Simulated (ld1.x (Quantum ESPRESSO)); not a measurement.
# Transferability test, TM semilocal potential for beryllium (Be)

```json
{"Element": "beryllium (Be)", "Generator": "ld1.x (Quantum ESPRESSO) 7.5", "Type": "norm-conserving Troullier–Martins (semilocal form)", "Functional": "PBE", "Relativity": "non-relativistic", "Frozen core": "none", "Valence charge": "4", "Reference configuration": "1s2 2s2 2p0", "Partial waves": "2p (bound, empty): rc 3.05 bohr; 1s (bound): rc 0.50 bohr", "Local potential": "the s channel", "Core correction": "none"}
```

Occupied shells without a wave of their own: 2s. They enter only through the test configuration that unscreens the potential.

Energies are relative to the spin-unpolarised reference configuration 1s2 2s2 2p0; without spin polarisation the order of configurations can differ from experiment.

```csv
valence configuration,charge,ΔE all-electron (eV),error AE − PS (meV)
1s2 2s1 2p0,+1,9.549,+45
1s2 2s0 2p0,+2,27.494,+125
1s2 2s1.5 2p0,+0.5,3.760,+19
1s2 2s0 2p1,+1,13.456,-0.3
1s1 2s2 2p0,+1,128.261,+144
1s2 2s0 2p2,0,7.247,+18
1s2 2s1 2p1,0,3.610,+21
```
